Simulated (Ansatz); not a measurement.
The lowest singlet and triplet of Cl2Si (SMILES Cl[Si]Cl); geometries from B3LYP-D3(BJ)/def2-TZVP, each state relaxed from the structure named, with no frequency check.
Singlet (charge 0, multiplicity 1):
| atom | x (Å) | y (Å) | z (Å) |
|---|---|---|---|
| Cl | -1.6230 | -0.3869 | 0.0000 |
| Si | -0.0007 | 0.9367 | 0.0000 |
| Cl | 1.6236 | -0.3845 | 0.0000 |

```csv
level,"gap E(singlet) − E(triplet), vertical, at the singlet's geometry (kcal/mol)",cost
R-HF/cc-pV(D+d)Z,-39.63,-
R-HF/cc-pV(Q+d)Z,-38.33,-
R-SVWN5/def2-TZVPP,-58.00,×1
R-PBE/def2-TZVPP,-53.88,×1
U-PBE/def2-TZVPP,-53.88,×1
R-r2SCAN/def2-TZVPP,-48.58,×1
U-B3LYP/def2-TZVPP,-57.02,×1
R-PBE0/def2-TZVPP,-52.37,×1
U-PBE0/def2-TZVPP,-52.37,×1
R-BHLYP/def2-TZVPP,-55.50,×0.9
U-BHLYP/def2-TZVPP,-55.50,×1
U-wB97X-V/def2-TZVPP,-57.62,×3
R-wB97M-V/def2-TZVPP,-62.82,×2
U-wB97M-V/def2-TZVPP,-62.82,×3
R-B2PLYP/def2-TZVPP,-57.07,×1
U-B2PLYP/def2-TZVPP,-57.07,×2
R-MP2/cc-pV(D+d)Z,-53.63,-
R-MP2/cc-pV(Q+d)Z,-55.90,-
U-MP2/cc-pV(Q+d)Z,-53.73,-
R-SCS-MP2/cc-pV(D+d)Z,-56.09,-
U-SCS-MP2/cc-pV(D+d)Z,-55.09,-
R-SCS-MP2/cc-pV(T+d)Z,-58.32,-
R-SCS-MP2/cc-pV(Q+d)Z,-59.21,-
U-SCS-MP2/cc-pV(Q+d)Z,-56.78,-
R-CCSD/cc-pV(T+d)Z,-56.02,-
U-CCSD/cc-pV(T+d)Z,-55.94,-
U-CCSD/cc-pV(Q+d)Z,-56.10,-
R-CCSD(T)/cc-pV(D+d)Z,-56.31,×2
U-CCSD(T)/cc-pV(D+d)Z,-56.29,×3
U-CCSD(T)/cc-pV(T+d)Z,-57.01,×8
R-CCSD(T)/cc-pV(Q+d)Z,-57.29,×10
U-CCSD(T)/cc-pV(Q+d)Z,-57.24,×30
R-CCSDT/cc-pV(D+d)Z,-56.25,-
R-CCSDT(Q)/cc-pV(D+d)Z,-56.31,×60
"SA-CASSCF(2,2)/cc-pV(D+d)Z",-50.69,-
"SA-CASSCF(2,2)/cc-pV(T+d)Z",-50.70,-
"SA-CASSCF(2,2)/cc-pV(Q+d)Z",-50.41,-
"FIC-NEVPT4(SD) on SA-CASSCF(2,2)/cc-pV(D+d)Z",-56.21,-
"FIC-MRCISD+Q on SA-CASSCF(2,2)/cc-pV(T+d)Z",-56.74,-
"FIC-MRCISD+Q on SA-CASSCF(2,2)/cc-pV(Q+d)Z",-56.91,-
```

The rows run from -62.82 (R-wB97M-V/def2-TZVPP) to -38.33 kcal/mol (R-HF/cc-pV(Q+d)Z). In cc-pV(Q+d)Z the value moves R-HF -38.33, R-MP2 -55.90, R-CCSD(T) -57.29, a shift of -18.96 from R-HF to R-CCSD(T). From cc-pV(D+d)Z to cc-pV(Q+d)Z U-CCSD(T) changes by -0.95. The 7 U-functionals in def2-TZVPP without D3 or D4 span 10.45, from U-wB97M-V to U-PBE0.

A positive gap puts the triplet lower; no zero-point energy. R- takes a restricted singlet. U- takes an unrestricted singlet (broken symmetry where lower, unprojected). The triplet is unrestricted in single-reference levels. Active spaces average the two states.

Correlated levels freeze the cores.

Doubts at one or more of the structures used: a restricted determinant that unrestricted orbitals would lower (R-HF/cc-pV(D+d)Z, R-HF/cc-pV(Q+d)Z, R-MP2/cc-pV(D+d)Z, R-MP2/cc-pV(Q+d)Z, R-SCS-MP2/cc-pV(D+d)Z, R-SCS-MP2/cc-pV(T+d)Z, R-SCS-MP2/cc-pV(Q+d)Z, R-CCSD/cc-pV(T+d)Z, R-CCSD(T)/cc-pV(D+d)Z, R-CCSD(T)/cc-pV(Q+d)Z, R-CCSDT/cc-pV(D+d)Z, R-CCSDT(Q)/cc-pV(D+d)Z).

The values were computed with Ansatz (Gaussian orbitals). Values without a source in brackets are computed.

Costs are rough ratios of core time to R-PBE/def2-TZVPP (about 7 s over the structures, on one shared machine); a dash marks a level with no comparable run of its own.

Ansatz is an electronic-structure program.
